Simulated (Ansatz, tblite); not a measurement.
Removing and adding an electron: Na8F8 (relaxed from a model of 2x2x4 NaF rock-salt block, whose bonding it doesn't keep). The state is a singlet with charge 0. Geometry: r2SCAN-D4/def2-SVP. Ansatz, gas phase; energy differences of separate SCF runs; the oxidised species was run as a doublet alone; the reduced species was run as a doublet alone.

```xyz
16

Na   -3.2600   -0.4620   -1.2551
F    -1.2494    0.2289   -1.4640
Na    0.8005    0.8542   -1.5098
F     2.8507    1.4832   -1.5376
F    -2.6626   -2.3262   -0.4351
Na   -0.6039   -1.7330   -0.5333
F     1.4483   -1.1221   -0.6344
Na    3.4427   -0.3574   -0.6602
F    -3.4756    0.3895    0.6778
Na   -1.4479    1.0855    0.6142
F     0.5847    1.7636    0.5541
Na    2.6531    2.2806    0.4194
Na   -2.8360   -1.4614    1.4959
F    -0.7836   -0.8706    1.5442
Na    1.2514   -0.2066    1.4288
F     3.2876    0.4535    1.2951
```

The xTB rows come from tblite. HOMO above LUMO, or a gap near zero within one spin, warns that the state may not be the lowest or that an electron is smeared out.

```csv
level,−HOMO (eV),vertical IE (eV),−LUMO (eV),vertical EA (eV),HOMO–LUMO gap (eV),IE − EA (eV)
GFN1-xTB,8.86,10.94,4.97,3.16,3.89,7.77
GFN2-xTB,9.84,12.20,7.22,4.80,2.62,7.39
```

Q: Estimate the rows for PBE-D4/def2-SVP, PBE0-D4/def2-SVP.

A: 
| level | −HOMO (eV) | vertical IE (eV) | −LUMO (eV) | vertical EA (eV) | HOMO–LUMO gap (eV) | IE − EA (eV) | remarks |
| --- | --- | --- | --- | --- | --- | --- | --- |
| PBE-D4/def2-SVP | 5.98 | 8.39 | 1.03 | -0.05 | 4.95 | 8.44 | HOMO above zero (-1 doublet), gap within one spin near zero (+1 doublet), gap within one spin near zero (-1 doublet) |
| PBE0-D4/def2-SVP | 7.92 | 9.59 | 0.40 | -0.32 | 7.52 | 9.92 | HOMO above zero (-1 doublet) |

Relaxing the oxidised species (r2SCAN-D4/def2-SVP) changes its energy by -0.34 eV at PBE-D4/def2-SVP, so the adiabatic ionisation energy to this nearest minimum is 8.06 eV. At PBE0-D4/def2-SVP it is 9.14 eV. The gap within one spin of the relaxed charge 1 doublet nearly closes, so an electron or hole may be smeared out by delocalisation error.     A HOMO above zero means that the electron is unbound at that level or that self-interaction error raises the level; the energy of removing that electron tells which. Raw xTB energy differences between charge states are shifted by several eV; the methods need an empirical correction for them. Sets without diffuse functions give affinities that are too small. A negative affinity means that the extra electron isn't bound; its size then hangs on the basis.
